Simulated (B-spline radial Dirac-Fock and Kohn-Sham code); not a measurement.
**How the settings move the core levels of Re**

ΔSCF core binding energies without Breit or QED terms, calculated with a radial atomic solver. Keys: rel is the Hamiltonian (dirac, or spin-free x2c and nr, where L3 and M5 stand for the whole 2p and 3d shells), method is hf or an exchange,correlation pair (spin-unpolarised, also for the hole states), nuc the nuclear model, radius_factor scales its radius, rmax is the box in bohr, h the logarithmic mesh step, order the B-spline order, points the quadrature points per cell, c_factor scales the speed of light, and damp, ndamp, maxit and tol steer the iteration. The run stops when the commutator error falls below 10·tol·max(1, Z/10), or the numerical noise floor, and the energy has settled to about 1e-8 Ha; the virial ratio is −V/T.

Base input:

```json
{"items": [{"Z": 75, "q": 0, "cfg": [[1, 0, 2], [2, 0, 2], [2, 1, 6], [3, 0, 2], [3, 1, 6], [3, 2, 10], [4, 0, 2], [4, 1, 6], [4, 2, 10], [4, 3, 14], [5, 0, 2], [5, 1, 6], [5, 2, 5], [6, 0, 2]], "A": 187, "rrms": 5.3698, "do": "settings", "holes": ["K", "L3", "M5"],
  "settings": [{"rel": "dirac", "method": "hf", "nuc": "fermi", "radius_factor": 1.0, "rmax": 45.0, "h": 0.3, "order": 8, "points": 10, "c_factor": 1.0, "maxit": 60, "damp": 0.5, "ndamp": 3, "tol": 1e-08}]}]}
```

The ground state converged in 11 iterations, with total energy -16707.58330 Ha, virial ratio 1.88497 and highest orbital energy -7.57 eV. ΔSCF binding energies: K (1s) 72047.4 eV, L3 (2p3/2) 10574.1 eV, M5 (3d5/2) 1895.6 eV.

Changes from the base run:

```
                                  changed setting  Δ total energy (Ha)  Δ K (eV)  Δ L3 (eV)  Δ M5 (eV)  iterations
                                      rel = "x2c"            +19.36522    -80.00    +429.06     +26.98          11
                                method = "pbesol"             -2.51224    +22.65     -41.47     -13.97          11
                                       damp = 0.0              0.00000      0.00       0.00       0.00          12
nuc = "sphere"; radius_factor = 0.5; tol = 0.0001             -1.92276    +21.31      -0.13      -0.03           8
  rel = "x2c"; method = "wc,pbe"; c_factor = 10.0           +913.03134  -5948.71     -89.13     +30.24          10
                                method = "wc,pbe"             -6.21252    +42.86     -39.19     -13.75          11
                                         h = 0.12             -0.00009      0.00       0.00       0.00          11
                                  c_factor = 10.0                    ?         ?          ?          ?           ?
                                        order = 7             +0.00019      0.00       0.00       0.00          11
                                      rmax = 60.0              0.00000      0.00       0.00       0.00          11
          nuc = "sphere"; rmax = 80.0; damp = 0.8             +0.00497     -0.06       0.00       0.00          12
         c_factor = 2.0; damp = 0.0; tol = 0.0001           +719.00949  -4694.11     -36.64     +34.45           8
                                   nuc = "sphere"             +0.00497     -0.06       0.00       0.00          11
                                      rel = "x2c"            +19.36522    -80.00    +429.06     +26.98          11
```

Problem. What does the change c_factor = 10.0 do?

Solution. The total energy moves by +915.79094 Ha and the binding energies by K -5965.68 eV, L3 -51.64 eV, M5 +44.49 eV; the run takes 11 iterations.
